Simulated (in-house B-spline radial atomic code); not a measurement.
RPA and G0W0 on wB97X: Mg⁸⁺

Configuration [He] 2s2, mean-field start wB97X. Computed with an all-electron radial atomic-structure program (B-spline basis): all electrons, scalar-relativistic (spin-free one-electron X2C), finite nucleus, each spin shell either full or empty, empty states to l = 9 with an (l + 1/2)⁻⁴ tail; G0W0 by contour deformation at full frequency.

Command:
```bash
python run_gw.py task.json out
```
Settings (radii: box in bohr, nucleus in fm):
```
Z                        12
electrons                4
configuration            [He] 2s2
hamiltonian              x2c
method                   wb97x
lmax                     9
rms_radius               3.057
spin_polarised           False
box_radius               7.7
intervals                67
ion_configuration        [He] 2s1
```

Time taken, with all properties: 2.8 s on 1 thread of Arm Neoverse N1, on a shared host.

Energies (hartree):

```csv
term,value
mean-field total,-162.47229
Hartree-Fock functional on these orbitals,-162.26167
direct second order,-0.36648
second-order exchange,0.17974
SOSEX correction,0.14294
```

**Question.** What is the RPA correlation energy, and what remains with SOSEX?

**Answer.** RPA gives -0.29185 hartree (-1.99 eV per electron); RPA + SOSEX gives -0.14891, and the second-order doubles -0.18674 hartree (no singles). SOSEX takes back 49 % of the RPA value.

Quasi-particle levels (eV):

```csv
level,occupied,mean field,Σx - vxc,Σc,QP weight,G0W0
2s,yes,-315.90,-8.27,?,?,?
1s,yes,-1588.88,-59.52,5.30,0.974,-1643.09
2p,no,-278.13,13.22,-1.45,0.982,-266.36
```

G0W0 = mean field + (Σx - vxc) + Σc, with Σc (partial-wave tail included) taken at the quasi-particle energy.

**Question.** Where does G0W0 put 2s?

**Answer.** At -327.80 eV, with Σc = -3.63 eV and a quasi-particle weight of 0.966. The tabulated removal energy is 327.99 ± 0.04 eV (NIST, semi-empirical); the calculation leaves out spin-orbit coupling, Breit and QED terms, and what these don't explain is the method's own error.

**Question.** What does it cost to remove one electron (to [He] 2s1) by differences of total energies, each species on its own start (correlation terms add to the Hartree-Fock functional)?

**Answer.** wB97X 323.98 eV, Hartree-Fock functional 323.94 eV, + RPA 327.62 eV, + RPA + SOSEX 326.60 eV, + second order 327.59 eV. Tabulated: 327.99 ± 0.04 eV (NIST, semi-empirical); the calculation leaves out spin-orbit coupling, Breit and QED terms, and what these don't explain is the method's own error.
